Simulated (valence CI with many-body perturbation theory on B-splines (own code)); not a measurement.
E1 transitions of Br XXIX

Calculated by configuration interaction combined with many-body perturbation theory (CI+MBPT): five valence electrons over a frozen Dirac-Fock core [He], radial functions for each j: 9 s, 9 p, 8 d, 6 f, 3 g, 1 h, with the one-electron correlation potential Σ1, the two-electron term Σ2, the three-electron term Σ3, Breit, model QED; selected CI, second order for the rest (own B-spline code, finite nucleus).

No measured spectrum was set against this ion. As an estimate, large intervals hold to a few tenths of a per cent, small ones and those within an open d or f shell to about a per cent. Among the levels kept, up to 1500 cm⁻¹ of a level comes from second order outside the variational space, and about a tenth of that is noise between levels of different J, which matters for small intervals.

Lines 1 to 50 of 286 in falling wavelength, among levels below 146.20 Ry, chosen from the strongest by gf and those to the six lowest levels. Wavelengths and rates use the calculated energies. Electric multipoles are in the length gauge, E1 and E2 with the static RPA response of the core. Weak lines are less certain than strong ones. Lines between different terms over intervals too small for the method are left out, as are lines whose strength nearly cancels. The highest levels of a list are the least certain.

Levels are named by their leading jj configuration (3d3/2^4 stands for four electrons in 3d with j = 3/2), which in mixed levels can hold well under half, so a name can repeat and another be missing. Letters in brackets count levels of one name in rising energy.

| λ vac (nm) | Upper | Lower | A (s⁻¹) | S (a.u.) |
| --- | --- | --- | --- | --- |
| 36.41 | (2s^2 2p1/2 2p3/2 3p1/2) J=5/2 | (2s^2 2p1/2 2p3/2 3s) J=3/2 [b] | 7.27e+08 | 1.04e-01 |
| 36.27 | (2s 2p1/2^2 2p3/2 3p1/2) J=1/2 | (2s 2p1/2^2 2p3/2 3s) J=3/2 [b] | 1.51e+09 | 7.11e-02 |
| 35.12 | (2s 2p1/2^2 2p3/2 3p1/2) J=3/2 [b] | (2s 2p1/2^2 2p3/2 3s) J=3/2 [b] | 1.09e+09 | 9.34e-02 |
| 34.27 | (2s^2 2p1/2 2p3/2 3p1/2) J=3/2 [a] | (2s^2 2p1/2 2p3/2 3s) J=1/2 | 7.23e+08 | 5.74e-02 |
| 33.83 | (2s^2 2p1/2 2p3/2 3p1/2) J=1/2 | (2s^2 2p1/2 2p3/2 3s) J=3/2 [a] | 1.87e+09 | 7.13e-02 |
| 33.58 | (2s^2 2p1/2^2 3p1/2) J=1/2 | (2s^2 2p1/2^2 3s) J=1/2 | 2.60e+09 | 9.72e-02 |
| 32.80 | (2s^2 2p1/2 2p3/2 3p1/2) J=5/2 | (2s^2 2p1/2 2p3/2 3s) J=5/2 | 1.57e+09 | 1.64e-01 |
| 32.67 | (2s 2p1/2^2 2p3/2 3p1/2) J=3/2 [b] | (2s 2p1/2^2 2p3/2 3s) J=1/2 | 1.44e+09 | 9.91e-02 |
| 30.74 | (2s 2p1/2^2 2p3/2 3p1/2) J=3/2 [a] | (2s 2p1/2^2 2p3/2 3s) J=5/2 | 3.34e+09 | 1.91e-01 |
| 30.39 | (2s^2 2p1/2 2p3/2 3p1/2) J=3/2 [a] | (2s^2 2p1/2 2p3/2 3s) J=3/2 [a] | 1.83e+09 | 1.01e-01 |
| 30.09 | (2s^2 2p1/2 2p3/2 3d3/2) J=5/2 [b] | (2s^2 2p1/2 2p3/2 3p3/2) J=5/2 [b] | 6.79e+08 | 5.48e-02 |
| 29.63 | (2s 2p1/2^2 2p3/2 3p1/2) J=5/2 | (2s 2p1/2^2 2p3/2 3s) J=5/2 | 3.20e+09 | 2.47e-01 |
| 29.07 | (2s^2 2p3/2^2 3d5/2) J=3/2 | (2s^2 2p3/2^2 3p3/2) J=3/2 [a] | 1.61e+09 | 7.83e-02 |
| 28.90 | (2s^2 2p1/2 2p3/2 3d3/2) J=7/2 | (2s^2 2p1/2 2p3/2 3p3/2) J=7/2 | 9.43e+08 | 8.99e-02 |
| 28.90 | (2s 2p1/2^2 2p3/2 3p3/2) J=3/2 | (2s 2p1/2^2 2p3/2 3s) J=3/2 [a] | 3.06e+09 | 1.46e-01 |
| 28.88 | (2s^2 2p1/2 2p3/2 3d5/2) J=3/2 [b] | (2s^2 2p1/2 2p3/2 3p3/2) J=1/2 [b] | 1.70e+09 | 8.07e-02 |
| 28.72 | (2s^2 2p1/2 2p3/2 3d5/2) J=1/2 | (2s^2 2p1/2 2p3/2 3p3/2) J=1/2 [b] | 2.19e+09 | 5.12e-02 |
| 28.60 | (2s^2 2p3/2^2 3p1/2) J=3/2 | (2s^2 2p3/2^2 3s) J=5/2 | 3.01e+09 | 1.39e-01 |
| 28.38 | (2s^2 2p1/2 2p3/2 3p3/2) J=3/2 [a] | (2s^2 2p1/2 2p3/2 3s) J=3/2 [b] | 1.44e+09 | 6.48e-02 |
| 27.96 | (2s^2 2p3/2^2 3p1/2) J=5/2 | (2s^2 2p3/2^2 3s) J=3/2 | 1.73e+09 | 1.12e-01 |
| 27.81 | (2s^2 2p3/2^2 3d5/2) J=5/2 | (2s^2 2p3/2^2 3p3/2) J=3/2 [a] | 2.39e+09 | 1.52e-01 |
| 27.50 | (2s^2 2p3/2^2 3d5/2) J=7/2 | (2s^2 2p3/2^2 3p3/2) J=7/2 | 8.58e+08 | 7.04e-02 |
| 27.29 | (2s^2 2p3/2^2 3p1/2) J=1/2 | (2s^2 2p3/2^2 3s) J=1/2 | 4.84e+09 | 9.72e-02 |
| 26.69 | (2s^2 2p3/2^2 3d5/2) J=7/2 | (2s^2 2p3/2^2 3p3/2) J=5/2 | 3.38e+09 | 2.54e-01 |
| 26.60 | (2s 2p1/2^2 2p3/2 3p3/2) J=5/2 | (2s 2p1/2^2 2p3/2 3s) J=3/2 [a] | 3.44e+09 | 1.92e-01 |
| 26.42 | (2s^2 2p1/2 2p3/2 3d5/2) J=9/2 | (2s^2 2p1/2 2p3/2 3p3/2) J=7/2 | 4.64e+09 | 4.22e-01 |
| 26.39 | (2s^2 2p1/2 2p3/2 3d5/2) J=7/2 [a] | (2s^2 2p1/2 2p3/2 3p3/2) J=5/2 [a] | 4.02e+09 | 2.92e-01 |
| 26.15 | (2s^2 2p3/2^2 3d5/2) J=9/2 | (2s^2 2p3/2^2 3p3/2) J=7/2 | 4.75e+09 | 4.19e-01 |
| 26.09 | (2s^2 2p3/2^2 3p3/2) J=5/2 | (2s^2 2p3/2^2 3s) J=3/2 | 3.46e+09 | 1.82e-01 |
| 25.90 | (2s^2 2p3/2^2 3p1/2) J=5/2 | (2s^2 2p3/2^2 3s) J=5/2 | 3.61e+09 | 1.86e-01 |
| 25.86 | (2s 2p1/2^2 2p3/2 3p3/2) J=1/2 | (2s 2p1/2^2 2p3/2 3s) J=3/2 [a] | 4.77e+09 | 8.14e-02 |
| 25.55 | (2s^2 2p1/2 2p3/2 3d5/2) J=5/2 [a] | (2s^2 2p1/2 2p3/2 3p3/2) J=3/2 [a] | 3.65e+09 | 1.81e-01 |
| 25.48 | (2s^2 2p1/2^2 3d5/2) J=5/2 | (2s^2 2p1/2^2 3p3/2) J=3/2 | 5.13e+09 | 2.51e-01 |
| 25.44 | (2s^2 2p3/2^2 3p3/2) J=1/2 | (2s^2 2p3/2^2 3s) J=3/2 | 5.13e+09 | 8.34e-02 |
| 25.10 | (2s^2 2p1/2 2p3/2 3d5/2) J=7/2 [b] | (2s^2 2p1/2 2p3/2 3p3/2) J=5/2 [b] | 4.72e+09 | 2.95e-01 |
| 25.05 | (2s^2 2p3/2^2 3d3/2) J=1/2 | (2s^2 2p3/2^2 3p3/2) J=1/2 | 2.72e+09 | 4.22e-02 |
| 24.75 | (2s^2 2p1/2 2p3/2 3p3/2) J=1/2 [a] | (2s^2 2p1/2 2p3/2 3s) J=1/2 | 3.66e+09 | 5.47e-02 |
| 24.29 | (2s^2 2p3/2^2 3p3/2) J=5/2 | (2s^2 2p3/2^2 3s) J=5/2 | 2.36e+09 | 1.00e-01 |
| 24.17 | (2s^2 2p1/2 2p3/2 3p1/2) J=3/2 [b] | (2s^2 2p1/2 2p3/2 3s) J=5/2 | 5.83e+09 | 1.62e-01 |
| 24.08 | (2s^2 2p1/2 2p3/2 3d5/2) J=3/2 [a] | (2s^2 2p1/2 2p3/2 3p3/2) J=1/2 [a] | 3.72e+09 | 1.02e-01 |
| 23.72 | (2s^2 2p1/2 2p3/2 3d3/2) J=5/2 [b] | (2s^2 2p1/2 2p3/2 3p1/2) J=3/2 [b] | 2.30e+09 | 9.08e-02 |
| 23.65 | (2s^2 2p3/2^2 3p3/2) J=7/2 | (2s^2 2p3/2^2 3s) J=5/2 | 7.45e+09 | 3.89e-01 |
| 23.64 | (2s^2 2p1/2 2p3/2 3p3/2) J=7/2 | (2s^2 2p1/2 2p3/2 3s) J=5/2 | 7.69e+09 | 4.01e-01 |
| 23.62 | (2s^2 2p1/2 2p3/2 3p3/2) J=5/2 [a] | (2s^2 2p1/2 2p3/2 3s) J=3/2 [a] | 6.70e+09 | 2.62e-01 |
| 23.47 | (2s^2 2p1/2 2p3/2 3p3/2) J=3/2 [a] | (2s^2 2p1/2 2p3/2 3s) J=1/2 | 1.83e+09 | 4.66e-02 |
| 23.40 | (2s^2 2p3/2^2 3d3/2) J=7/2 | (2s^2 2p3/2^2 3p3/2) J=7/2 | 8.69e+08 | 4.40e-02 |
| 23.32 | (2s 2p1/2^2 2p3/2 3p3/2) J=7/2 | (2s 2p1/2^2 2p3/2 3s) J=5/2 | 8.94e+09 | 4.48e-01 |
| 23.19 | (2s^2 2p1/2 2p3/2 3d5/2) J=5/2 [a] | (2s^2 2p1/2 2p3/2 3p3/2) J=5/2 [a] | 1.24e+09 | 4.59e-02 |
| 23.15 | (2s^2 2p1/2 2p3/2 3d5/2) J=5/2 [b] | (2s^2 2p1/2 2p3/2 3p3/2) J=3/2 [b] | 5.12e+09 | 1.88e-01 |
| 23.12 | (2s^2 2p1/2 2p3/2 3p3/2) J=3/2 [b] | (2s^2 2p1/2 2p3/2 3s) J=3/2 [b] | 4.86e+09 | 1.19e-01 |
